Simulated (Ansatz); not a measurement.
Mulliken charges of `[NH2][Ti]([OH])([F])[F]` from ωB97M-V/def2-TZVPP in Ansatz (PBE0-D4/def2-TZVP geometry).

| atom | x (Å) | y (Å) | z (Å) | charge (e) |
| --- | --- | --- | --- | --- |
| N1 | -0.483 | 1.298 | -0.172 | -0.428 |
| Ti2 | 0.433 | -0.323 | -0.206 | 1.199 |
| O3 | -0.549 | -1.477 | 0.712 | -0.456 |
| F4 | 0.687 | -0.823 | -1.882 | -0.375 |
| F5 | 2.043 | -0.120 | 0.492 | -0.374 |
| H6 | -0.189 | 2.133 | -0.660 | 0.121 |
| H7 | -1.352 | 1.451 | 0.319 | 0.129 |
| H8 | -0.497 | -2.196 | 1.340 | 0.184 |

Task: By hand: the dipole of these point charges (1 e Å = 4.8032 D).

Result: Σ q r = (-0.334, 0.125, 0.232) e Å, of length 0.425 e Å = 2.04 D.

Task: How does the dipole of the full density compare? (Best estimate.)

Result: Ansatz gave: (-0.397, 0.090, 0.353) e Å, 2.59 D; the point charges give 0.79 times that, at 10° from its direction.

Point charges leave out the atoms' own dipoles, such as those of lone pairs, and Mulliken's split depends on the basis, so the two needn't agree.
